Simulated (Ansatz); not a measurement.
`[OH][Zr]([F])([F])[c]1ccccc1`, relaxed with RKS PBE0-D4/def2-TZVP in the Gaussian-basis code of Ansatz from a GFN2-xTB geometry. The force threshold is 0.005 eV/Å; the program also tests the step.

The species carries charge 0 and has multiplicity 1. Zr: def2 effective core potential.

Start:

```xyz
16

O     0.745   -2.663    2.192
Zr    0.536   -2.371    0.366
F     2.167   -2.525   -0.538
F    -0.844   -3.239   -0.558
C     0.023   -0.279    0.091
C    -0.127    0.057   -1.271
C    -0.451    1.348   -1.670
C    -0.637    2.340   -0.721
C    -0.498    2.041    0.624
C    -0.173    0.752    1.024
H     1.403   -3.019    2.797
H     0.018   -0.720   -2.037
H    -0.560    1.583   -2.720
H    -0.889    3.344   -1.029
H    -0.645    2.816    1.364
H    -0.069    0.536    2.089
```

| step | energy (eV) | largest force (eV/Å) | largest move (Å) |
| --- | --- | --- | --- |
| 1 | -15077.9459 | 1.954 | 0.000 |
| 2 | -15078.1237 | 0.234 | 0.181 |
| 3 | -15078.1371 | 0.135 | 0.046 |
| 4 | -15078.1451 | 0.133 | 0.075 |
| 5 | -15078.1541 | 0.077 | 0.095 |
| 6 | -15078.1647 | 0.138 | 0.200 |
| 7 (rejected) | -15078.1634 | 0.143 | 0.087 |
| 8 | -15078.1687 | 0.043 | 0.043 |
| 9 | -15078.1691 | 0.038 | 0.020 |
| 10 (rejected) | -15078.1677 | 0.326 | 0.032 |
| 11 | -15078.1692 | 0.003 | 0.009 |
| 12 | -15078.1692 | 0.006 | 0.005 |
| 13 | -15078.1692 | 0.003 | 0.002 |

End:

```xyz
16

O     0.849   -2.543    2.204
Zr    0.635   -2.377    0.315
F     2.250   -2.704   -0.648
F    -0.769   -3.475   -0.368
C     0.067   -0.274   -0.045
C    -0.133    0.126   -1.372
C    -0.494    1.427   -1.690
C    -0.665    2.361   -0.678
C    -0.474    1.991    0.646
C    -0.112    0.689    0.956
H     1.017   -2.872    3.083
H    -0.006   -0.583   -2.188
H    -0.643    1.714   -2.726
H    -0.947    3.379   -0.922
H    -0.607    2.722    1.436
H     0.032    0.420    1.998
```

Hardware: 5 threads of an AMD EPYC 7R13 on a shared host and a share of an NVIDIA H100 80 GB. Wall time 68 s, peak host memory 1.1 GiB.
